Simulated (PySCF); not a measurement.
Molecule: C$_{3}$H$_{8}$As (charge 0, doublet). It need not be the lowest isomer of its formula. SMILES: [AsH2][C](C)C
Coordinates optimised at B3LYP-D3(BJ)/def2-TZVP (Ansatz):
```
C
C 1 1.4913
H 2 1.0913 1 112.66
H 2 1.0956 3 107.96 1 -122.35
H 2 1.1008 3 107.17 4 -114.07
C 1 1.4913 2 118.15 3 -170.13
H 6 1.0913 1 112.66 2 170.13
H 6 1.0956 7 107.96 1 122.35
H 6 1.1008 7 107.17 8 114.07
As 1 1.9361 2 119.05 3 31.90
H 10 1.5281 1 96.42 2 -53.86
H 10 1.5281 11 93.73 1 96.90
```
Charge 0, spin multiplicity 2.

Dispersion corrections to the total energy (kcal/mol) from the dftd3 and dftd4 libraries through PySCF: D3(BJ) without and D4 with the three-body term, each with the damping fitted for the functional named.

```tsv
functional	D3(BJ)	D4
BHLYP	-8.19	-6.75
B3LYP	-10.41	[?]
revPBE	-14.94	[?]
TPSSh	-6.95	-6.94
PBE	-5.95	-5.65
B2PLYP	-4.89	[?]
CAM-B3LYP	-4.76	-4.81
```

Some entries are withheld; supply them.


- B3LYP, D4: -9.10
- revPBE, D4: -17.95
- B2PLYP, D4: -3.95
